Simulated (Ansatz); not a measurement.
RbCl, SMILES [Cl][Rb].

Geometry: B3LYP-D3(BJ)/def2-TZVPD. The def2 effective core potentials stand for the cores of Rb; spin–orbit coupling is left out.

Two levels are set side by side: PBE/def2-TZVPD (Ansatz, a first-principles code) and ωB97X-V/def2-TZVPD (Ansatz). Energy differences of separate SCF runs at the same geometry; the states with an electron removed or added have multiplicity 2 and 2. Differences are taken from unrounded values.

| quantity | ωB97X-V | PBE | PBE minus ωB97X-V |
|---|---|---|---|
| vertical ionisation energy (eV) | 8.48 | 8.54 | 0.07 |
| vertical electron affinity (eV) | 0.48 | 0.62 | 0.15 |
| vertical singlet–triplet gap (eV) | 4.77 | 4.54 | -0.23 |
